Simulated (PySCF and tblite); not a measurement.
The numbers below are computed, except where a source is named.
System: C₆H₉N₂PSi, numbered as in [PH2:1][SiH2:2]/[N:3]=[CH:4]/[c:5]1[cH:6][cH:7][n:8][cH:9][cH:10]1.

Motion: rotation about the C5–C4 bond (torsion C6–C5–C4–N3 from -179° to -1°, rising). GFN2-xTB gives an electronic barrier of 4.5 kcal/mol.

Task: What does BP86/pcSseg-1 + D3(BJ) give on GFN2-xTB geometries?

Result: A barrier of 7.7 kcal/mol, 3.2 above the tight-binding barrier (from unrounded values) and, with GFN2-xTB thermal terms, ΔG‡(298 K) = 7.8 kcal/mol and k = 2.4×10⁷ s⁻¹ (2 equivalent paths).

Programs: tblite and PySCF.
